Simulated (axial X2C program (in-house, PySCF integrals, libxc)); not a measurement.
## Outer orbitals of GaH at 1.676 Å, HF

All values were computed with an in-house relativistic program for diatomic molecules. Spin-free means the one-electron spin-free X2C Hamiltonian; two-component (2c) means X2C with spin–orbit coupling and atomic mean-field two-electron Coulomb and Gaunt terms, so the difference of the two also holds small scalar two-electron terms. Basis: Ga dyall-cv3z [9s9p7d4f1g], H dyall-v3z [6s2p1d] (cores contracted in-house); Gaussian nuclei, density fitting, unrestricted open shells. Masses: Ga 68.926 u, H 1.008 u.

The distance is close to the 2c PBE0 minimum; the highest filled and lowest empty levels are listed.

Spin-free orbitals, state M_S = 0, Λ = 0 (closed shell) (Löwdin shares):

```csv
symmetry,occupied,ε (eV),atomic character
δ-α,yes,-31.74,100% Ga d
δ+α,yes,-31.74,100% Ga d
σα,yes,-31.52,99% Ga d
π+α,yes,-31.51,100% Ga d
π-α,yes,-31.51,100% Ga d
σα,yes,-14.03,"51% Ga s, 42% H s, 3% Ga p"
σα,yes,-8.12,"47% Ga p, 30% Ga s, 19% H s"
π-α,no,0.70,98% Ga p
π+α,no,0.70,98% Ga p
σα,no,2.90,"72% Ga p, 14% Ga d, 8% H s"
σα,no,3.72,"61% Ga s, 31% H s, 5% H p"
```

One partner of each degenerate Kramers or spin pair is listed.

Spinors with spin–orbit coupling (state Ω = 0):

```json
{"ω": "3/2", "occupied": "yes", "ε (eV)": "-32.01", "atomic character": "100% Ga d", "λ mixture": "90% δ, 10% π"}
{"ω": "1/2", "occupied": "yes", "ε (eV)": "-31.82", "atomic character": "100% Ga d", "λ mixture": "59% π, 41% σ"}
{"ω": "5/2", "occupied": "yes", "ε (eV)": "-31.54", "atomic character": "100% Ga d", "λ mixture": "100% δ"}
{"ω": "3/2", "occupied": "yes", "ε (eV)": "-31.35", "atomic character": "100% Ga d", "λ mixture": "90% π, 10% δ"}
{"ω": "1/2", "occupied": "yes", "ε (eV)": "-31.32", "atomic character": "100% Ga d", "λ mixture": "59% σ, 41% π"}
{"ω": "1/2", "occupied": "yes", "ε (eV)": "-14.03", "atomic character": "51% Ga s, 42% H s, 3% Ga p", "λ mixture": "100% σ"}
{"ω": "1/2", "occupied": "yes", "ε (eV)": "-8.12", "atomic character": "47% Ga p, 30% Ga s, 19% H s", "λ mixture": "100% σ"}
{"ω": "1/2", "occupied": "no", "ε (eV)": "0.68", "atomic character": "98% Ga p", "λ mixture": "100% π"}
{"ω": "3/2", "occupied": "no", "ε (eV)": "0.71", "atomic character": "98% Ga p", "λ mixture": "100% π"}
{"ω": "1/2", "occupied": "no", "ε (eV)": "2.90", "atomic character": "72% Ga p, 14% Ga d, 8% H s", "λ mixture": "100% σ"}
{"ω": "1/2", "occupied": "no", "ε (eV)": "3.72", "atomic character": "61% Ga s, 31% H s, 5% H p", "λ mixture": "100% σ"}
```

One partner of each degenerate Kramers or spin pair is listed.

Mulliken charges and populations of the two-component result (they depend on the basis, above all on diffuse functions):

Ga 0.31 e (s 7.83 p 12.81 d 10.04), H -0.31 e (s 1.30 p 0.02).

Occupations by symmetry block were frozen at the best pattern of an incomplete PBE0 search.
